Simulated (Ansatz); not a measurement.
One geometry of `C1CO[SiH2]C1`, several functionals.

```yaml
crystal:
  periodic: [false, false, false]
  atoms:
    - {symbol: C, position_ang: [-0.915006, 0.333414, 0.568606]}
    - {symbol: C, position_ang: [-0.001635, -0.713472, 1.201553]}
    - {symbol: O, position_ang: [0.706197, -1.390499, 0.170424]}
    - {symbol: Si, position_ang: [0.884924, -0.445405, -1.181654]}
    - {symbol: C, position_ang: [-0.132970, 1.010196, -0.567980]}
    - {symbol: H, position_ang: [-1.269293, 1.045923, 1.318683]}
    - {symbol: H, position_ang: [-1.794628, -0.170720, 0.156100]}
    - {symbol: H, position_ang: [0.716458, -0.237172, 1.882308]}
    - {symbol: H, position_ang: [-0.566676, -1.453431, 1.773786]}
    - {symbol: H, position_ang: [2.315908, -0.132966, -1.442391]}
    - {symbol: H, position_ang: [0.334261, -1.141021, -2.375591]}
    - {symbol: H, position_ang: [0.528810, 1.790009, -0.178938]}
    - {symbol: H, position_ang: [-0.785849, 1.470646, -1.310106]}
basis:
  gaussian: {orbitals: def2-TZVPP}
hamiltonian: {xc: {name: B2PLYP}}
```

```sh
$ ansatz run in.yaml --threads 4 --pin off --events-out ev --progress --plain --max-ram 10444MiB
```

It prints (some lines left out):

```
Functional definition: B2PLYP
1624 factors; integrals over basis functions are off by at most 7.6e-4 eV
mean field evaluation 1: about -13147.5364 eV, gradient 5.5e1 eV
mean field evaluation 2: about -13147.7022 eV, gradient 5.5e1 eV
mean field evaluation 4: about -13154.0013 eV, gradient 6.0e0 eV
mean field evaluation 8: about -13154.0717 eV, gradient 6.1e-1 eV
mean field evaluation 16: about -13154.0723 eV, gradient 9.6e-5 eV
mean field -13154.07234310 eV, -483.4032424584 hartree, gradient 3.5e-6 eV, S^2 0.000000; 0 other end points of the search recorded, 0 dependent functions left out
9 core orbitals not correlated: weight in the atoms' cores, before any rotation towards them, 1.000 or more for the frozen orbitals, at most 0.000 for the correlated occupied ones
reference -13154.07252725 eV, -483.4032492260 hartree; 15, 15 occupied and 254, 254 virtual orbitals, 1624 factors
second order -28.61043347 eV of doubles, -0.00000000 eV of singles
Total energy: -13161.79734429 eV, -483.6871310161 hartree
```

Hardware: 4 threads of an Arm Neoverse V1 on a shared host. Wall time 7 s, peak host memory 0.83 GiB.

Changing it to `hamiltonian: {xc: {name: r2SCANh}, dispersion: d4}` (abridged; 6.5 s):

```
Functional definition: r2SCANh
mean field evaluation 16: about -13165.4930 eV, gradient 1.0e-4 eV
mean field -13165.49304266 eV, -483.8229454261 hartree, gradient 2.1e-5 eV, S^2 0.000000
Total energy: -13165.56628367 eV, -483.8256369836 hartree
```

With the line `hamiltonian: {xc: {name: revPBE}, dispersion: d4}` (abridged; 2.6 s):

```
Functional definition: revPBE
mean field evaluation 16: about -13165.9877 eV, gradient 6.5e-4 eV
mean field -13165.98774293 eV, -483.8411253256 hartree, gradient 5.3e-5 eV, S^2 0.000000
Total energy: -13166.92666296 eV, -483.8756300003 hartree
```

Changing it to `hamiltonian: {xc: pbe, dispersion: d4}` and forces (abridged; 3.2 s):

```
Functional definition: PBE
mean field evaluation 16: about -13158.5620 eV, gradient 1.0e-3 eV
mean field -13158.56200122 eV, -483.5682343511 hartree, gradient 7.7e-6 eV, S^2 0.000000
Total energy: -13158.84705151 eV, -483.5787097561 hartree
Atom 0 force    -0.058500     0.031535     0.014681 eV/Å
Atom 1 force    -0.121461     0.103336     0.197662 eV/Å
Atom 2 force     0.216412    -0.578481     0.041098 eV/Å
Atom 3 force     0.077786     0.166516    -0.335850 eV/Å
Atom 4 force     0.006692     0.060081    -0.049546 eV/Å
Atom 5 force    -0.077319     0.150278     0.150279 eV/Å
Atom 6 force    -0.182199    -0.095125    -0.073730 eV/Å
Atom 7 force     0.149537     0.110980     0.169973 eV/Å
Atom 8 force    -0.121598    -0.160784     0.137603 eV/Å
Atom 9 force     0.162230     0.038499    -0.034867 eV/Å
Atom 10 force    -0.056596    -0.082389    -0.138256 eV/Å
Atom 11 force     0.124934     0.157402     0.066454 eV/Å
Atom 12 force    -0.119918     0.098152    -0.145502 eV/Å
Dipole moment:    -0.204017     0.308412     0.101848 e Å
```

With the line `hamiltonian: {xc: {name: wB97M-V}}` and forces (abridged; 13 s):

```
Functional definition: wB97M-V
mean field evaluation 16: about -13166.5261 eV, gradient 5.0e-5 eV
mean field -13166.52608640 eV, -483.8609090831 hartree, gradient 5.0e-5 eV, S^2 0.000000
Total energy: -13166.52613962 eV, -483.8609110393 hartree
Atom 0 force    -0.228170     0.052881     0.073231 eV/Å
Atom 1 force    -0.051638     0.004406     0.351482 eV/Å
Atom 2 force     0.092968    -0.116857    -0.128751 eV/Å
Atom 3 force     0.100246     0.003730    -0.215539 eV/Å
Atom 4 force     0.102215     0.097237    -0.142265 eV/Å
Atom 5 force     0.032768    -0.066722    -0.056770 eV/Å
Atom 6 force     0.064142     0.030282     0.029547 eV/Å
Atom 7 force    -0.059311    -0.037068    -0.063023 eV/Å
Atom 8 force     0.053582     0.069423    -0.046821 eV/Å
Atom 9 force    -0.163863    -0.029443     0.026087 eV/Å
Atom 10 force     0.060260     0.083562     0.131590 eV/Å
Atom 11 force    -0.051294    -0.056238    -0.014105 eV/Å
Atom 12 force     0.048096    -0.035193     0.055337 eV/Å
Dipole moment:    -0.203699     0.320518     0.095414 e Å
```

The same input with `hamiltonian: {xc: {name: CAM-B3LYP}, dispersion: d4}` (abridged; 4 s):

```
Functional definition: CAM-B3LYP
mean field -13167.16533140 eV, -483.8844009037 hartree, gradient 4.9e-5 eV, S^2 0.000000
Total energy: -13167.40426450 eV, -483.8931815334 hartree
```
